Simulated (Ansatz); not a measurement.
Isolated molecules relaxed with PBE0-D4/def2-TZVP in Ansatz; ΔE leaves out vibrations. CCSD(T)/CBS is the MP2 limit (def2-TZVPP, def2-QZVPP) plus CCSD(T) − MP2 in def2-TZVPP, frozen cores. Functionals use def2-TZVPP. B3LYP here is the variant with VWN-RPA as its local correlation; programs differ in this. For Ge outer-core shells are correlated without core-valence functions, which leaves a few kJ/mol of doubt a bond. Scalar relativity is left out up to krypton. Each species was taken in one conformer, which may not be the lowest.

Reaction (ligand exchange at the Si–S bond): `O[SiH](O)S[SiH3]` + `[NH2][GeH2][OH]` → `[OH][GeH2][NH][SiH](O)O` + `[SiH3]S`

| level | ΔE (kJ/mol) | difference from CCSD(T)/CBS |
| --- | --- | --- |
| PBE-D4 | -18.1 | 9.2 |
| r2SCAN-D4 | -23.5 | 3.8 |
| PBE0-D4 | -20.2 | 7.1 |
| B3LYP-D4 | -28.3 | -1.0 |
| ωB97X-V | -27.6 | -0.3 |
| ωB97M-V | -29.0 | -1.7 |
| B2PLYP | -28.6 | -1.3 |
| PBE | -17.0 | 10.3 |
| r2SCAN | -23.1 | 4.2 |
| PBE0 | -19.3 | 8.0 |
| B3LYP | -26.6 | 0.7 |
| HF/def2-TZVPP | -29.3 | -2.0 |
| MP2/def2-TZVPP | -28.7 | -1.4 |
| SCS-MP2/def2-TZVPP | -30.4 | -3.1 |
| CCSD/def2-TZVPP | -33.4 | -6.1 |
| CCSD(T)/def2-TZVPP | -32.8 | -5.5 |
| HF/def2-QZVPP | -29.0 | -1.7 |
| MP2/def2-QZVPP | -25.4 | 1.9 |
| SCS-MP2/def2-QZVPP | -27.1 | 0.2 |
| HF/CBS(def2) | -29.0 | -1.7 |
| MP2/CBS(def2) | -23.1 | 4.2 |
| CCSD/CBS(def2) | -27.8 | -0.5 |
| CCSD(T)/CBS | -27.3 | 0 |

Largest T1 diagnostic among the species: 0.012.
